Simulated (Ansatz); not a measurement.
Ag2Au4⁺, relaxed as a doublet with UKS PBE-D4/def2-SVP in Ansatz, starting from the GFN1-xTB geometry. Force threshold 0.02 eV/Å.

In the def2 sets Ag, Au take a core potential; there is no spin–orbit coupling. The relaxation made no stability test and no search for a lower SCF solution. No other spin state of charge 1 was run. Another isomer (doublet) lies 0.26 eV lower at PBE0-D4/def2-TZVP; other spin states weren't run for this one.

Start:

```xyz
6

Au   -1.179    1.001   -0.295
Au    2.262   -1.952    0.524
Au   -0.290   -1.458    0.538
Au    0.543    2.802   -1.038
Ag   -2.909   -0.878    0.536
Ag    1.573    0.484   -0.265
```

```tsv
step	energy (eV)	largest force component (eV/Å)	SCF passes
1	-22774.7150	0.563	24
2	-22774.7412	0.324	32
3	-22774.7713	0.048	26
4	-22774.7718	0.008	26
```

Force components are those of the run's own axes.

End:

```xyz
6

Au   -1.195    1.036   -0.297
Au    2.315   -2.002    0.556
Au   -0.281   -1.494    0.537
Au    0.548    2.874   -1.058
Ag   -2.940   -0.886    0.542
Ag    1.553    0.471   -0.280
```

By distances, no bond broke or formed. The bond that changes most is Au1–Au3, from 2.74 to 2.82 Å (atoms count from 1).

No frequencies were taken in this run, so the end may be a saddle point.

Hardware: 4 threads of Arm Neoverse V2 on a shared host. Wall time 21 s.
